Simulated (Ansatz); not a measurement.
The cluster V₃⁻. The state is a triplet with charge -1. Geometry PBE0-D4/def2-TZVPD.

```xyz
3

V     0.147   -1.518    0.646
V     1.198    0.876   -0.610
V    -1.345    0.642   -0.036
```

At PBE-D4/def2-TZVPD, revPBE-D4/def2-TZVPD, r2SCAN-D4/def2-TZVPD, PBE0-D4/def2-TZVPD and others the charge -1 triplet is spin-contaminated (final ⟨S²⟩ up to 6.89, 2.00 for a pure state). At PBE-D4/def2-TZVPD, revPBE-D4/def2-TZVPD, r2SCAN-D4/def2-TZVPD, PBE0-D4/def2-TZVPD the highest occupied level of the charge -1 triplet lies above zero (up to 0.91 eV). It is a level of β spin, whose loss leaves a quartet; that state wasn't run at this geometry and level. The electron is either unbound and held by the finite basis, or the level is raised by self-interaction error. At PBE-D4/def2-TZVPD the gap within one spin of the charge -1 triplet nearly closes, so an electron or hole may be smeared out by delocalisation error. The geometry of the triplet was relaxed on an unsound state (⟨S²⟩ 6.72, where a pure state has 2.00). The order of the spin states hangs on the level: the singlet lies 1.15 eV below the triplet at PBE-D4/def2-TZVPD, but 0.58 eV above it at r2SCAN-D4/def2-TZVPD. The triplet is doubtful at PBE-D4/def2-TZVPD (⟨S²⟩ 5.92, where a pure state has 2.00). The singlet is doubtful at PBE-D4/def2-TZVPD (an occupied level 0.08 eV above an empty one). The triplet is doubtful at r2SCAN-D4/def2-TZVPD (⟨S²⟩ 6.89, where a pure state has 2.00). The singlet is doubtful at r2SCAN-D4/def2-TZVPD (restricted singlet whose occupied levels cross empty ones at other levels, untested at these). The structure comes from a short search, and lower isomers may exist.

**Question.** Estimate the α-spin orbital energies around the gap (eV) in Ansatz with PBE-D4/def2-TZVPD, revPBE-D4/def2-TZVPD, r2SCAN-D4/def2-TZVPD, PBE0-D4/def2-TZVPD, ωB97X-V/def2-TZVPD.

**Answer.** 
```csv
orbital,PBE-D4/def2-TZVPD,revPBE-D4/def2-TZVPD,r2SCAN-D4/def2-TZVPD,PBE0-D4/def2-TZVPD,ωB97X-V/def2-TZVPD
HOMO−5,-0.06,-0.05,-0.71,-2.19,-4.42
HOMO−4,0.04,0.06,-0.65,-2.04,-4.24
HOMO−3,0.36,0.36,-0.24,-1.44,-3.69
HOMO−2,0.43,0.43,0.01,-1.38,-3.54
HOMO−1,0.45,0.45,0.06,-1.02,-3.00
HOMO,0.47,0.47,0.17,-0.63,-2.46
LUMO,0.86,0.89,1.23,1.62,2.81
LUMO+1,0.88,0.93,1.29,1.74,3.19
LUMO+2,0.89,0.94,1.30,1.93,3.34
LUMO+3,1.28,1.33,1.54,2.29,3.77
LUMO+4,1.71,1.74,1.74,2.49,4.16
LUMO+5,1.91,1.99,1.97,2.51,4.20
β HOMO,0.91,0.89,0.53,0.14,-1.17
β LUMO,1.06,1.05,1.31,1.83,3.24
```
